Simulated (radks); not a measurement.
Neutral aluminium, 13 electrons, occupied as [Ne] 3s2 3p1 (the NIST ground configuration).

All-electron calculation, Dirac Kohn-Sham, PBE, spin-unpolarised, spherical densities, finite nucleus; open shells are shared between the two j in proportion to 2j + 1; Fermi nuclear charge, rms radius 3.061 fm. Program: a radial shooting solver on a logarithmic mesh with Libxc functionals.

Energy parts (hartree):
part                      energy
total                 -242.68477
kinetic                243.21428
electron-nucleus      -580.46538
Hartree                112.99977
exchange-correlation   -18.43344

Orbitals (lengths in bohr, moments of r in powers of bohr; <r^-3> diverges for s and p1/2; r(90%) holds 90 % of the orbital's charge):
orbital      occ.  eigenvalue (hartree)  <r^-3>  r(90%)  small-component weight
1s1/2           2             -55.52986       -   0.215                2.11e-03
2s1/2           2              -3.97469       -   0.991                2.86e-04
2p1/2           2              -2.56983       -    1.02                2.64e-04
2p3/2           4              -2.55361   35.52    1.02                2.63e-04
3s1/2           2              -0.28490       -    3.90                2.89e-05
3p1/2    0.333333              -0.10006       -    5.51                1.70e-05
3p3/2    0.666667              -0.09946   1.335    5.52                1.69e-05

The highest occupied level is 3p3/2 at -2.707 eV. The density falls to 0.001 e/bohr^3 at r = 4.55 bohr. Summed over all electrons, <r^2> = 33.22 bohr^2, which gives a Langevin (diamagnetic) susceptibility term of -26.3 x 10^-6 cm^3/mol. For comparison, the ionisation energy in NIST's Atomic Spectra Database is 5.986 eV (measured). In exact Kohn-Sham theory the highest level is minus the ionisation energy, but local and semilocal functionals leave it too shallow, through self-interaction and a potential that decays too fast; potentials with the right tail come closer.

Beside tabulated values, note that spin-unpolarised runs miss the spin-polarisation part of the exchange energy of open shells.
